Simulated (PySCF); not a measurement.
How the numbers were obtained: GFN2-xTB geometry, shieldings: GIAO PBE0/pcSseg-1, in PySCF 2.14.0 with density-fitted response routines (non-relativistic Hamiltonian, one computed conformer, in vacuum, equivalent nuclei averaged).

Chemical shifts δ = σref − σ; TMS for ¹H (σ = 31.72 ppm), ¹³C (σ = 186.93 ppm), all at this level. Shifts are as computed. Against solution values, carbons near 30 ppm lie about +3 ppm off and those near 130 ppm about +5 ppm; carbons on Cl a further +6 ppm. Of 1211 compounds with measured shifts, 218 miss one by over three times the rms of a fit or turn the order of signals round; such compounds aren't used in these exercises. Carbons bonded to Cl come out too deshielded.

Q: Order these molecules by the shift of their most deshielded carbon-bound hydrogen, lowest δ first.
A. CCP1CCOCC1
B. C=C1C=C(C)[SiH2]C1
C. CC(C)/C(Cl)=C/C(=O)Cl
D. CC#C[SiH]1CCC1

A: D (2.24 ppm, hydrogen on an sp3 CH2 in a ring), A (3.96 ppm, hydrogen on an sp3 CH2 bonded to O), C (6.55 ppm, hydrogen on an α carbon of a C=C–C=O unit), B (6.99 ppm, hydrogen on an alkene CH).

Q: Order these molecules by the shift of their most shielded carbon-bound hydrogen, lowest δ first.
A. CC#C[SiH]1CCC1
B. CCP1CCOCC1
C. C=C1C=C(C)[SiH2]C1

A: B (1.15 ppm, hydrogen on a methyl carbon), A (1.52 ppm, hydrogen on an sp3 CH2 bonded to Si), C (1.89 ppm, hydrogen on an allylic sp3 CH2 bonded to Si).

Q: How many ¹³C and ¹H signals does each give (equivalence by symmetry and fast rotation, but not about amide C–N or C=N bonds)? `CCP1CCOCC1`, `CC(C)/C(Cl)=C/C(=O)Cl`, `CC#C[SiH]1CCC1`, `C=C1C=C(C)[SiH2]C1`

A: CCP1CCOCC1: 4 C, 4 H; CC(C)/C(Cl)=C/C(=O)Cl: 5 C, 3 H; CC#C[SiH]1CCC1: 5 C, 6 H; C=C1C=C(C)[SiH2]C1: 6 C, 6 H.
